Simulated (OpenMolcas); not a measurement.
How basis sets differ on InHF (SMILES [F][InH])

The species is InHF (3 atoms), meant as a doublet with charge 0. SMILES: `[F][InH]`. The coordinates come from a PBE0-D4/def2-TZVP relaxation.

```xyz
3

F     1.0884    0.9895    0.6943
In   -0.5225    0.3551   -0.2448
H    -0.5769   -1.4094   -0.4628
```

Quantity: the dipole moment, in D. The values are calculated.

```csv
level,kind,program,value (D),CPU time
ROHF/LANL2DZ (core potential),Hartree–Fock,OpenMolcas,4.17,2.7 s
UHF/ANO-RCC-MB (DKH2),Hartree–Fock,OpenMolcas,2.90,3.4 s
UHF/STO-3G,Hartree–Fock,OpenMolcas,2.07,2.5 s
UHF/3-21G,Hartree–Fock,OpenMolcas,2.96,2.6 s
UHF/def2-SVP (core potential),Hartree–Fock,OpenMolcas,3.33,2.9 s
UHF/def2-TZVP (core potential),Hartree–Fock,OpenMolcas,3.28,10 s
```

All-electron rows without a relativistic Hamiltonian named are non-relativistic, while core potentials hold scalar relativity, so basis and relativity change together. The values span 2.07 to 4.17 D. Sets without polarisation functions give poor dipoles. Times are those of the runs behind each value, whatever else they computed, on shared processors of several kinds: orders of magnitude only.
